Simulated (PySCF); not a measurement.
# Exercise with solution: entropy of an ideal gas

NaF, SMILES [F][Na].

The structure is a stationary point at PBE-D3(BJ)/def2-TZVPD.

PBE-D3(BJ)/def2-TZVPD in PySCF 2.14.0 gives the harmonic wavenumbers 510 cm⁻¹ and the rotational temperature 0.6132 K. The molar mass is 41.99 g/mol, the symmetry number 1, the spin multiplicity 1.

### Question
Work out the entropy at 298.15 K and 1 atm in the rigid-rotor, harmonic-oscillator model.

### Answer

Translation (Sackur–Tetrode at 1 atm): S = R[1.5 ln M + 2.5 ln T − 1.16487] = 155.4 J/(mol K).
Rotation: q = T/(σ θ) = 486, S = R[ln q + 1] = 59.8 J/(mol K).
Vibration: with u = 1.4388 ν/T, each mode gives R[u/(e^u − 1) − ln(1 − e^−u)]:
```csv
ν (cm⁻¹),modes,u,S (J/(mol K))
510,1,2.46,2.65
```
These are all the modes. Sum 2.7 J/(mol K).
Spin: R ln 1 = 0.0 J/(mol K).
Total 217.8 J/(mol K); the program's own thermochemistry gives 217.8. Translation makes up 71 % and vibration 1 %. Anharmonicity, hindered rotation and orbital degeneracy are left out.
